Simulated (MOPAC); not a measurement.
MOPAC input (PM7):

```
PM7 PRECISE GNORM=0.05 LET XYZ GEO-OK AUX(PRECISION=9) THREADS=1
H4P2

P    -1.02027206 1   -0.47127800 1   -0.05348212 1
P     1.02027508 1    0.47110689 1    0.05491295 1
H    -1.51764144 1    0.25666815 1    1.06041507 1
H    -1.51478581 1    0.48948324 1   -0.97567300 1
H     1.52191029 1   -0.49872576 1    0.96366793 1
H     1.51047169 1   -0.24485897 1   -1.06987245 1
```

### Question
What heat of formation does the run end on?

### Answer
-4.14 kcal/mol.
